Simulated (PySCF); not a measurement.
Excitations are Tamm–Dancoff values on a coarser integration grid. The basis has no diffuse functions, so Rydberg states are missing or too high.

Cartesian coordinates (Å):
```xyz
6

N     -1.0541    -0.0651     0.0264
In     0.9480     0.0585    -0.0247
H     -1.6721     0.7279    -0.0031
H     -1.5675    -0.9278     0.0883
H      1.5756     1.6431    -0.1262
H      1.7700    -1.4365     0.0393
```
Charge 0, multiplicity 1.

Task: What is the computed brightest of the four lowest singlets (TDA), total energy, LUMO, HOMO and HOMO–LUMO gap (PySCF with CAM-B3LYP-D3(BJ)/def2-TZVP)?

Result: 
The brightest of the four lowest singlets (TDA) comes out as 5.51 eV and the total energy comes out as -247.2540 Ha. The LUMO comes out as -0.30 eV. The HOMO is -8.36 eV. The HOMO–LUMO gap is 8.06 eV.
